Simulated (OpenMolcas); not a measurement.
**Cr2+, Mo2+, W2+: d⁴ down the group**

```yaml
Program: OpenMolcas
Method: SS-RASPT2, IPEA 0.25 Eh, imaginary shift 0.1 Eh
Basis: ANO-RCC-VQZP
Scalar_Hamiltonian: DKH2, point nucleus
Spin-orbit_coupling: RASSI with atomic mean-field integrals over the reference wave functions, term energies averaged over their components
```

Active space for each ion: 10 electrons in 8 orbitals (RAS1 p, at most 2 holes; RAS2 d); closed shells correlated by CASPT2: Cr2+ 3s; Mo2+ 4s; W2+ 5s.

Computed levels in cm-1 above ⁵D₀:

```json
{"Level": "⁵D₁", "Cr2+": "69.9", "Mo2+": "250", "W2+": "2520"}
{"Level": "⁵D₂", "Cr2+": "207", "Mo2+": "692", "W2+": "4940"}
{"Level": "⁵D₃", "Cr2+": "405", "Mo2+": "1266", "W2+": "6930"}
{"Level": "⁵D₄", "Cr2+": "659", "Mo2+": "1933", "W2+": "8460"}
{"Level": "³P₀(1)", "Cr2+": "16680", "Mo2+": "12080", "W2+": "12270"}
{"Level": "³H₄", "Cr2+": "17060", "Mo2+": "13160", "W2+": "14930"}
{"Level": "³P₁(1)", "Cr2+": "17100", "Mo2+": "13390", "W2+": "16370"}
{"Level": "³H₅", "Cr2+": "17200", "Mo2+": "13730", "W2+": "18200"}
{"Level": "³H₆", "Cr2+": "17370", "Mo2+": "14240", "W2+": "19690"}
{"Level": "weight of ⁵D in the lowest level (%)", "Cr2+": "100", "Mo2+": "98", "W2+": "67"}
```

Mixed levels, with the weight of the term that names them: W2+ ⁵D₀ (67 %), W2+ ³P₀(1) (58 %), W2+ ³H₄ (59 %).

Measured, with the error of the calculation in %. Measured levels: Cr2+ from Sugar and Corliss, J. Phys. Chem. Ref. Data 6, 317 (1977); Mo2+ from Sugar and Musgrove, J. Phys. Chem. Ref. Data 17, 155 (1988); W2+ from NIST levels as listed in McCann et al., Mon. Not. R. Astron. Soc. 538, 537 (2025).

| Level | Cr2+ | Mo2+ | W2+ |
| --- | --- | --- | --- |
| ⁵D₁ | 62.2 (+12.4) | 242 (+3.4) | 2256 (+11.6) |
| ⁵D₂ | 183 (+12.9) | 668 (+3.5) | 4461 (+10.6) |
| ⁵D₃ | 357 (+13.6) | 1224 (+3.4) | 6278 (+10.4) |
| ⁵D₄ | 576 (+14.4) | 1872 (+3.3) | 7687 (+10.1) |
| ³P₀(1) | 16771 (-0.5) | 11149 (+8.3) | 9904 (+23.9) |
| ³H₄ | 17274 (-1.3) | 12680 (+3.8) | 13701 (+9.0) |
| ³P₁(1) | 17169 (-0.4) | 12510 (+7.1) | 12881 (+27.1) |
| ³H₅ | 17397 (-1.1) | 13276 (+3.4) |  |
| ³H₆ | 17531 (-0.9) | 13811 (+3.1) |  |

The fine-structure level ⁵D₄ changes by a factor of 12.8 from Cr2+ to W2+.

Without spin-orbit coupling ³P(1) lies 17060, 13010, 10580 cm-1 above ⁵D in that order; the difference to the level ³P₀(1), of either sign, comes from spin-orbit coupling, which also lowers the zero.

CASPT2 does not keep the components of a term degenerate, so their means are used; among the terms shown or strongly mixed into the levels shown the widest spread is 420 cm-1 (5d⁴ ¹G(1), W2+). Over all roots computed the reference weight is 0.90 to 0.95 in W2+; the roots of lowest weight are the least certain, and an intruder state may touch them. Active for correlation alone: 3p; no level in the range computed is led by a configuration that opens it, so any true level of that kind is missing (holds for Cr2+). Active for correlation alone: 4p; no level in the range computed is led by a configuration that opens it, so any true level of that kind is missing (holds for Mo2+). Some levels mix across a computed gap that differs much from the measured one, so their mixing is not that of the real levels (holds for W2+). Active for correlation alone: 5p; no level in the range computed is led by a configuration that opens it, so any true level of that kind is missing (holds for W2+). Some terms miss by over 15 % even with CASPT2, which points to a basis or an active space too small for the shells correlated (holds for W2+). Measured partners are found by configuration, term and J. A level has none where our copy of the source lacks it or the pairing is in doubt (some pairs that miss far off the trend of their configuration count as doubtful), and it then counts in no deviation. Only configurations of the active space appear.

A number in round brackets counts repeated terms of one configuration in the order of the reference energies.
